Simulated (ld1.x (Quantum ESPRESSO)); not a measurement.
# Reading a pseudo-wave (titanium)

Columns: radius, all-electron u(r) and pseudo u(r) of the 4p shell (level -20.65 eV) of titanium in the configuration [Ne] 3s2 3p6 3d1 4s0 4p0; PBEsol, scalar-relativistic, ultrasoft scheme, ld1.x (Quantum ESPRESSO) 7.5.

```
r (bohr)  all-electron   pseudo
   0.120        0.1822  -0.0422
   0.240        0.1660  -0.1553
   0.360       -0.0041  -0.3041
   0.480       -0.1799  -0.4431
   0.600       -0.2978  -0.5326
   0.720       -0.3458  -0.5501
   0.840       -0.3328  -0.4950
   0.960       -0.2750  -0.3857
   1.080       -0.1882  -0.2493
   1.200       -0.0855  -0.1101
   1.320        0.0232   0.0174
   1.440        0.1308   0.1304
   1.560        0.2324   0.2324
   1.680        0.3249   0.3249
   1.800        0.4065   0.4065
   1.920        0.4764   0.4764
   2.040        0.5344   0.5344
   2.160        0.5809   0.5809
   2.280        0.6164   0.6164
   2.400        0.6417   0.6417
   2.520        0.6577   0.6577
   2.640        0.6653   0.6653
   2.760        0.6654   0.6654
   2.880        0.6591   0.6591
   3.000        0.6473   0.6473
   3.120        0.6309   0.6309
```

(1) How many radial nodes do the two functions have?

(2) At about which radius was the pseudo-wave matched?

(3) Is the pseudo-wave norm-conserving?

Results:

(1) The all-electron 4p function has n − l − 1 = 2; the pseudo-wave has 1, since 1 lower shell of the same l stays in the valence.

(2) 1.60 bohr. The columns agree to 0.0005 from 1.44 bohr on; several derivatives are matched, so the curves merge somewhat inside the radius.

(3) No, it belongs to an ultrasoft set: the norm inside the radius is not constrained, and the difference is carried by the augmentation charge.
